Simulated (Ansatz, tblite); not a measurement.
Cost and result up the ladder for Zn₂O⁺ (the lowest doublet isomer of a short search) (3 atoms). The state is a doublet with charge 1. Geometry: PBE-D4/def2-TZVP.

```xyz
3

Zn   -1.290    0.817    0.771
Zn    1.429   -0.848   -0.405
O    -0.139    0.031   -0.365
```

Ansatz on 4 threads of Arm Neoverse N1 on a shared host; xTB runs through tblite on one thread. Times are rough, summed over both states, and most runs start from the orbitals of an earlier one. PBE-QIDH/def2-TZVP serves as the yardstick here, not as an exact answer. The other state is a quartet at its own geometry.

The xTB rows come from tblite. HSE06 is defined as in plane-wave codes, on full-range PBE exchange. Correlated methods freeze 19 core orbitals. The structure comes from a short search, and lower isomers may exist.

Run but left out: HF/STO-3G, MP2/def2-TZVP (doublet: ⟨S²⟩ 0.94 to 3.13, where a pure state has 0.75); HF/def2-TZVPP, MP2/def2-TZVPP, CCSD/def2-TZVPP, CCSD(T)/def2-TZVPP (flagged by the program: other roots).

Correlated methods converge slowly with the basis.

xTB has no spin-polarisation term.

```
                          level  functions  wall time  quartet − doublet (eV)  difference from PBE-QIDH/def2-TZVP (eV)
                       GFN1-xTB         12    0.004 s                    3.44                                     2.04
                       GFN2-xTB         12    0.005 s                    2.78                                     1.39
               PBE-D4/def2-TZVP        127      5.5 s                    1.89                                     0.50
              RPA@PBE/def2-TZVP        127      8.2 s                    1.64                                     0.25
             HSE06-D4/def2-TZVP        127      9.7 s                    1.48                                     0.09
             BHLYP-D4/def2-TZVP        127       11 s                    0.96                                    -0.43
               B2PLYP/def2-TZVP        127       13 s                    1.61                                     0.21
             PBE-QIDH/def2-TZVP        127       13 s                    1.39                                     0.00
PBE0-D4/def2-TZVP (with forces)        127       20 s                    1.44                                     0.05
            r2SCAN-D4/def2-TZVP        127       20 s                    1.53                                     0.13
              ωB97X-V/def2-TZVP        127       28 s                    1.28                                    -0.11
```
